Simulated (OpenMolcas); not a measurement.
## Ga+: RASPT2 settings compared

```
Program             : OpenMolcas 26.06
Basis               : ANO-R2 [6s5p4d3f1g]
Scalar Hamiltonian  : X2C, finite nucleus
Active space        : 2 electrons in 9 orbitals (RAS2 4s 4p; RAS3 4d, at most 2 electrons)
State averaging     : 2S+1 = 3 even, 3 roots; 2S+1 = 1 even, 7 roots; 2S+1 = 3 odd, 3 roots; 2S+1 = 1 odd, 3 roots
Spin-orbit coupling : state interaction with AMFI integrals over the reference wave functions, term energies averaged over their components
```

Methods on the same reference wave functions:
A. RASSCF
B. SS-RASPT2, IPEA 0.5 Eh, sigma1 regulariser 0.1 Eh (closed shells correlated: 3s 3p 3d)
C. SS-RASPT2, IPEA 0.2 Eh, real shift 0.25 Eh (closed shells correlated: 3d)
D. MS-RASPT2, IPEA 0.2 Eh, real shift 0.25 Eh (closed shells correlated: 3d)
E. MS-RASPT2, IPEA 0.5 Eh, sigma1 regulariser 0.1 Eh (closed shells correlated: 3s 3p 3d)
F. XMS-RASPT2, IPEA 0.35 Eh, no level shift (closed shells correlated: 3d)

Energies in cm⁻¹ above 4s² ¹S₀, the measured ground level; measured values from NIST Handbook of Basic Atomic Spectroscopic Data.

| Level | A | B | C | D | E | F | Measured |
| --- | --- | --- | --- | --- | --- | --- | --- |
| 4s² ¹S₀ | 0.0 | 0.0 | 0.0 | 0.0 | 0.0 | 0.0 | 0.0 |
| 4s 4p ³P°₀ | 43038 | 46710 | 46630 | 46820 | 46950 | 47200 | 47368 |
| 4s 4p ³P°₁ | 43400 | 47070 | 46990 | 47180 | 47310 | 47560 | 47814 |
| 4s 4p ³P°₂ | 44144 | 47810 | 47740 | 47930 | 48060 | 48310 | 48750 |
| 4s 4p ¹P°₁ | 69950 | 70360 | 70350 | 70540 | 70600 | 70840 | 70701 |

Deviations, from unrounded energies. A percentage is the sum of absolute deviations over the sum of measured energies, with the sign that they share, or ± where signs differ.

```json
{"Against measurement": "mean absolute deviation (cm-1)", "Levels": "4", "A": "3500", "B": "670", "C": "730", "D": "540", "E": "430", "F": "250"}
{"Against measurement": "other configurations (%)", "Levels": "4", "A": "-6.6", "B": "-1.2", "C": "-1.4", "D": "-1.0", "E": "-0.8", "F": "±0.5"}
```

F lies closest to measurement on these levels and A furthest from it. The largest miss of F in the table is 4s 4p ³P°₂, by -440 cm-1. The ranking rests on the paired levels alone, and a cruder setting can come out closer through cancelling errors.

Among B to F the level of the table that moves most is 4s 4p ³P°₀, by 570 cm-1 (lowest in C, highest in F). Moves below CASPT2's spread within the term are not significant.

The lowest spin-free term lies below A's lowest term by 0.779 hartree in B, 0.482 hartree in C, 0.483 hartree in D, 0.780 hartree in E, 0.486 hartree in F.

Term energies are means over components that CASPT2 splits; among the terms shown or strongly mixed into the levels shown the widest spread is 52 cm-1 (4s 4p ¹P°, F). Active for correlation alone: 4d; no level in the range computed is led by a configuration that fills it, so any true level of that kind is missing. Without dynamic correlation excited terms often stand tens of per cent too high (terms of higher spin than the ground term too low), and those without a measured partner can miss by more than the paired ones (holds for A). Computed and measured levels are paired by configuration, term and J; levels that our copy of the source lacks, or whose pairing is in doubt (as where it misses far off the trend of its configuration), stay unpaired and out of the deviations. Only configurations of the active space appear. The table leaves out levels that lie high or whose names do not pair safely across all columns.

° marks odd parity.
